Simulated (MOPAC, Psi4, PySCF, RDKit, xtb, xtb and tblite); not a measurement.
Two geometries of SMILES Nc1ccc([SiH3])cc1, relaxed at GFN2-xTB with one dihedral held; other torsions can differ between them too.

Structure A

```
17

N     -3.0976    -0.4359     0.0340
C     -1.7089    -0.1552     0.0122
C     -0.8625    -0.9045     0.8244
C      0.5038    -0.7193     0.7665
C      1.0797     0.1884    -0.1193
Si     2.9473     0.4090    -0.2266
C      0.2249     0.9050    -0.9516
C     -1.1448     0.7349    -0.8972
H     -3.5849     0.1125     0.7352
H     -3.5114    -0.1804    -0.8600
H     -1.2972    -1.6162     1.5101
H      1.1426    -1.3046     1.4133
H      3.5528     0.0064     1.0444
H      3.4831    -0.4203    -1.3113
H      3.2505     1.8163    -0.5008
H      0.6406     1.6099    -1.6586
H     -1.7872     1.2970    -1.5639
```

Structure B

```
17

N     -3.0713    -0.2529    -0.0367
C     -1.7136    -0.1068     0.0177
C     -1.1346     0.9281     0.7557
C      0.2355     1.0669     0.8052
C      1.0874     0.1943     0.1301
Si     2.9538     0.3815     0.2337
C      0.4966    -0.8328    -0.6034
C     -0.8716    -0.9876    -0.6647
H     -3.6702     0.3828     0.4537
H     -3.4807    -0.9908    -0.5765
H     -1.7746     1.6192     1.2875
H      0.6592     1.8771     1.3827
H      3.3029     1.8046     0.2791
H      3.4660    -0.2704     1.4455
H      3.5713    -0.2403    -0.9408
H      1.1265    -1.5276    -1.1416
H     -1.3061    -1.7922    -1.2424
```

Q: Which is lower in energy at the level PBE0-D3(BJ)/def2-SVP // GFN2-xTB in Psi4, and by how much?

A: B is lower, by 23.29 kJ/mol (dihedral H9–N1–C2–C3: 90° in A, 0° in B).

E(B) − E(A) in kJ/mol at the other levels, on the same two geometries: GFN2-xTB (xtb and tblite) -22.80; MMFF94 // GFN2-xTB (RDKit) -17.16; PBE0/def2-SVP // GFN2-xTB (Psi4) -23.34; PBE/def2-SVP // GFN2-xTB (Psi4) -24.84; PBE-D3(BJ)/def2-SVP // GFN2-xTB (Psi4) -24.80; UFF // GFN2-xTB (RDKit) -44.04; AM1, restricted, heats of formation // GFN2-xTB (MOPAC) -10.66; PM3, restricted, heats of formation // GFN2-xTB (MOPAC) 8.06; GFN1-xTB // GFN2-xTB (xtb) -20.86; restricted B3LYP/6-31G*, spherical d, density fitting // GFN2-xTB (PySCF) -16.52; restricted B3LYP/LANL2DZ, with its core potentials past Ne // GFN2-xTB (PySCF) -35.67; restricted Hartree-Fock/3-21G, density fitting // GFN2-xTB (PySCF) -30.50; restricted BP86/6-31G*, spherical d, density fitting // GFN2-xTB (PySCF) -18.07.
